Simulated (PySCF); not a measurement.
BClH, SMILES [BH]Cl, multiplicity 2. Atoms are numbered in the order given.

```xyz
3

B     -0.2035    -1.2186     0.0000
Cl     0.0189     0.4763     0.0000
H      0.6955    -2.0035     0.0000
```
Charge 0, spin multiplicity 2.

Geometry: PBE0-D3(BJ)/def2-TZVPD. The isomer is the one that the SMILES or the coordinates give; other isomers of the formula were not compared.

The numbers are results of B3LYP/pcH-1 in PySCF, not measurements.

Unrestricted Kohn–Sham, ⟨S²⟩ = 0.752. Hyperfine tensors hold the contact and dipolar terms, without spin-orbit corrections.

Computed hyperfine couplings:
```csv
nucleus,A(iso) (MHz),A(iso) (G),dipolar principal values (MHz)
11B no. 1,514.4,183.5,"-40.9, -39.4, 80.2"
35Cl no. 2,29.1,10.4,"-24.5, -20.9, 45.4"
1H no. 3,130.9,46.7,"-15.9, -4.7, 20.6"
```

Task: And the g tensor (effective nuclear charges for spin-orbit coupling, GIAO)? (Estimate from the structure and the level; the computed values follow.)

Result: principal values 1.9872, 2.0014, 2.0074; isotropic 1.9987.
